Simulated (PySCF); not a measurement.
Telling isomers of C7H9FOSi apart by NMR

Gas phase, non-relativistic, averaged over atoms made equivalent by symmetry, fast rotation or ring inversion, one computed conformer. PBE0-D3(BJ)/def2-SVP geometry; NMR shieldings at PBE0/pcSseg-1/GIAO; PySCF.

Shifts are taken against calculated references (same method and geometry level): ¹H and ¹³C against TMS. Splittings of carbon signals by F and P are missing where no couplings were computed. Where no couplings were computed, multiplicities follow the n + 1 count of equivalent neighbours, and m marks all less simple cases (inequivalent or close neighbours, rings, F or P nearby). Shifts are as computed. Against solution values, carbons near 30 ppm lie about +2 ppm off and those near 130 ppm about +5 ppm. Of 1309 compounds with measured shifts, 239 miss one by over three times the rms of a fit or turn the order of signals round; such compounds aren't used in these exercises.

(1) Tabulate the signals of `FCc1ccc(O[SiH3])cc1`, `FC[SiH2]Oc1ccccc1` and their relative energies.

(2) What is the quickest way to tell FCc1ccc(O[SiH3])cc1 from FC[SiH2]Oc1ccccc1?

Results:

(1) 
```json
{"SMILES": "FCc1ccc(O[SiH3])cc1", "carbon types": "2×C 4×CH 1×CH2", "δC": "161.4, 135.6, 129.1, 121.6, 84.1", "δH": "7.30 (m, 2H), 6.98 (d, 2H), 5.58 (m, 2H), 5.06 (s, 3H)", "E rel. (kcal/mol)": "1.0"}
{"SMILES": "FC[SiH2]Oc1ccccc1", "carbon types": "1×C 5×CH 1×CH2", "δC": "161.7, 135.5, 126.4, 121.7, 72.9", "δH": "7.40 (m, 2H), 7.09 (t, 1H), 6.91 (d, 2H), 5.18 (m, 2H), 4.85 (m, 2H)", "E rel. (kcal/mol)": "0.0"}
```

Energies are electronic energies at PBE0/pcSseg-1 on these geometries, without zero-point or thermal terms, each for the one conformer computed, which needn't be the lowest.

(2) Both give the same number of carbon signals, but DEPT or the intensities differ. The first has a substituted aromatic carbon (C) at 135.6 ppm, the second an sp3 CH2 bonded to F and Si at 72.9 ppm. Their most deshielded carbons lie at 161.4 and 161.7 ppm.
